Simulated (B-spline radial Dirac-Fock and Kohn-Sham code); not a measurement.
# Dipole and non-dipole photoemission parameters of La 3p1/2

System: atomic lanthanum, configuration [Xe] 5d1 6s2; threshold 1209.0 eV (tabulated edge). Model: Dirac-Hartree-Slater photoionisation with a Latter tail; cross sections with all multipoles, angular parameters from the dipole term and its interference with E2. Program: a radial atomic solver.

| hν (eV) | σ (kb) | β | γ | δ |
| --- | --- | --- | --- | --- |
| 1486.9 | 76.2 | 1.214 | 0.360 | 0.066 |
| 1680 | 64.9 | 1.388 | 0.243 | 0.030 |
| 2190 | 43.3 | 1.550 | 0.022 | 0.005 |
| 3720 | 16.1 | 1.600 | 0.099 | 0.003 |
| 3910 | 14.5 | 1.596 | 0.132 | 0.004 |
| 4000 | 13.8 | 1.594 | 0.148 | 0.005 |
| 5414.7 | 7.12 | 1.553 | 0.419 | 0.012 |
| 6000 | ? | ? | ? | ? |
| 8040 | 2.76 | 1.463 | 0.872 | 0.032 |
| 8047.8 | 2.75 | 1.463 | 0.873 | 0.032 |
| 9520 | 1.80 | 1.416 | 1.086 | 0.045 |
| 12200 | 0.938 | 1.339 | 1.414 | 0.070 |

Question: Give the values at 6000 eV.

Answer: σ = 5.61 kb, β = 1.533, γ = 0.530, δ = 0.016.

Values without a named source are computed, but for edge energies of neutral atoms, which are taken from tables.
